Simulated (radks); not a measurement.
The numbers below are computed, except where a source is named.
Question: The cobalt ion Co4+, [Ar] 3d5. Code: a radial shooting solver on a logarithmic mesh with Libxc functionals. Model: non-relativistic Kohn-Sham, PBE, spin-polarised, spherical densities, point nucleus. Every spin shell is full or empty, so the densities are truly spherical. Functionals are evaluated on that one density, not self-consistently. Rank these exchange functionals by their error against the exact value of the orbitals, and give that value: LDA, B88, PBE, PBEsol, revPBE, RPBE, OPTX, AM05, G96, EV93, APBE, r2SCAN, MS2, Tao-Mo, TASK.

Answer: Exact: -56.6147 hartree. From best to worst, with 100 (|E| - |E exact|)/|E exact| (equal figures are ties): r2SCAN -0.01, B88 +0.02, RPBE -0.12, revPBE -0.22, G96 +0.23, MS2 -0.25, EV93 +0.42, APBE +0.45, Tao-Mo -0.50, PBE -0.50, OPTX +0.55, TASK -2.64, PBEsol -2.92, AM05 -5.82, LDA -6.50.
